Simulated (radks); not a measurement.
Question: Ca2+, 18 electrons, occupied as [Ar] (the NIST ground configuration). All-electron calculation, Dirac Kohn-Sham, LDA (Slater exchange, Perdew-Wang correlation), spin-unpolarised, spherical densities, finite nucleus; Fermi nuclear charge, rms radius 3.4776 fm. Program: a radial shooting solver on a logarithmic mesh with Libxc functionals. Some entries of the table are withheld. Estimate them.

orbital,occ.,eigenvalue (hartree),<1/r> (bohr^-1),<r> (bohr)
1s1/2,2,-145.2720,19.70,0.07701
2s1/2,2,-15.74997,4.043,0.3654
2p1/2,2,-12.95417,3.975,0.3266
2p3/2,4,-12.81902,3.934,0.3291
3s1/2,2,-2.28098,1.217,1.153
3p1/2,2,(1),(2),1.253
3p3/2,4,(3),(4),1.261

Answer: 
(1) 3p1/2 eigenvalue (hartree): -1.59424
(2) 3p1/2 <1/r> (bohr^-1): 1.095
(3) 3p3/2 eigenvalue (hartree): -1.57970
(4) 3p3/2 <1/r> (bohr^-1): 1.086
